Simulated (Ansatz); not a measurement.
`Cl[SiH2][SnH3]` + CH₃NH₂ → `C[NH][SnH3]` + `[SiH3]Cl` at 500 K and 1 bar (cleavage of the Sn–Si bond).

Computed with Ansatz on PBE0-D4/def2-TZVP structures; ΔE is electronic, products minus reactants. CBS: MP2 limit from def2 TZ/QZ plus the TZ coupled-cluster correction, frozen cores. This one scheme is used for every species. def2 core potentials past Kr. For Sn outer-core shells are correlated without core-valence functions, which leaves a few kJ/mol of doubt a bond.

```tsv
species	CCSD(T)/CBS energy (Eh)	H − E (kJ/mol)	S (J/(mol·K))
`Cl[SiH2][SnH3]`	-965.91563	144.4	408.4
CH₃NH₂	-95.75281	191.8	270.3
`C[NH][SnH3]`	-310.95876	234.1	381.1
`[SiH3]Cl`	-750.69636	92.3	281.7
```

H − E and S are ideal-gas, rigid-rotor, harmonic terms from PBE0-D4/def2-TZVP, for one conformer and one mirror image of each species. 1 Eh = 2625.50 kJ/mol, R = 8.31446 J/(mol·K).

Problem. By hand: ΔE, ΔH, ΔS and ΔG.

Solution. ΔE = (-310.95876) + (-750.69636) − (-965.91563) − (-95.75281) = 0.01332 Eh = 35.0 kJ/mol. Δ(H − E) = 234.1 + 92.3 − 144.4 − 191.8 = -9.8, so ΔH = 25.2 kJ/mol. ΔS = 381.1 + 281.7 − 408.4 − 270.3 = -15.9 J/(mol·K). ΔG = 25.2 − 500 × (-15.9)/1000 = 33.1 kJ/mol.

Problem. By hand: the equilibrium constant, and the temperature at which ΔG would vanish if ΔH and ΔS stayed fixed.

Solution. log₁₀ K = −ΔG/(RT ln 10) = -3.5. ΔH and −TΔS have one sign here, so there is no such temperature.

ΔH outweighs TΔS. A doubt of 5 kJ/mol in ΔE shifts log₁₀ K by 0.5 here. Other conformers and mirror images would add mixing entropy, several J/(mol·K) or more a flexible species. These are equilibria of isolated gas molecules and say nothing of rates. Largest T1 diagnostic: 0.012 (customary marks: 0.02 for closed shells, 0.045 for open ones).
